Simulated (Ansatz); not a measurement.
Basis-set extrapolation for C2H9AlBN, SMILES `BNC[CH2][AlH2]` (PBE0-D4/def2-TZVP geometry, frozen core, Ansatz). Multiplicity 1, RHF reference.

```json
{"": "HF", "def2-TZVPP": "-402.108619", "def2-QZVPP": "-402.123574"}
{"": "MP2 correlation", "def2-TZVPP": "-0.752900", "def2-QZVPP": "-0.801884"}
{"": "CCSD(T) correlation", "def2-TZVPP": "-0.839028", "def2-QZVPP": "not run"}
```

Energies in hartree. Use E(X) = E(∞) + A·exp(−7.88·√X) for Hartree–Fock and E(X) = E(∞) + B·X^(−2.97) for correlation, with X = 3 and 4, and add CCSD(T) minus MP2 of the smaller set to the MP2 limit.

**Question.** What is the CCSD(T) energy at the basis-set limit?

**Answer.** HF limit: -402.123574 + (-0.014955) × 0.13774 = -402.12563. MP2 limit: -0.801884 + (-0.048984) × 0.74074 = -0.83817. Higher-order term: -0.839028 − (-0.752900) = -0.08613. Total: -403.04993 hartree, 268.5 kJ/mol below CCSD(T)/def2-TZVPP.
